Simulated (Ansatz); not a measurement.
All numbers were calculated with Ansatz.

CH$_{3}$BiClFO, SMILES `C[O][Bi]([F])[Cl]` at its PBE0-D4/def2-TZVP geometry, where that method's forces vanish. The species carries charge 0 and has multiplicity 1. Bi: def2 effective core potential.

```csv
atom,x (Å),y (Å),z (Å)
C1,1.068,-0.275,0.255
O2,0.274,-0.753,-0.814
Bi3,-1.609,-0.094,-1.151
F4,-1.166,1.860,-1.020
Cl5,-2.449,-0.259,1.126
H6,2.038,-0.774,0.189
H7,1.224,0.806,0.191
H8,0.619,-0.510,1.225
```

For each bond, give half the difference of the two atoms' forces along it (eV/Å; positive pushes the atoms apart) under PBE-D4, r2SCAN-D4, B3LYP-D4, ωB97M-V in def2-TZVPP. (Estimate.)

The calculation gave: 
| bond | length (Å) | PBE-D4 | r2SCAN-D4 | B3LYP-D4 | ωB97M-V |
| --- | --- | --- | --- | --- | --- |
| C1–O2 | 1.415 | 0.19 | 0.25 | 0.25 | 0.32 |
| C1–H6 | 1.093 | 0.09 | -0.05 | -0.12 | -0.12 |
| C1–H7 | 1.094 | 0.07 | -0.06 | -0.09 | -0.10 |
| C1–H8 | 1.095 | 0.08 | -0.06 | -0.09 | -0.10 |
| O2–Bi3 | 2.023 | 0.48 | 0.14 | 0.24 | -0.18 |
| Bi3–F4 | 2.008 | 0.59 | 0.14 | 0.37 | -0.02 |
| Bi3–Cl5 | 2.433 | 0.29 | 0.13 | 0.32 | -0.04 |

B3LYP here is the variant with VWN-RPA as its local correlation; programs differ in this.
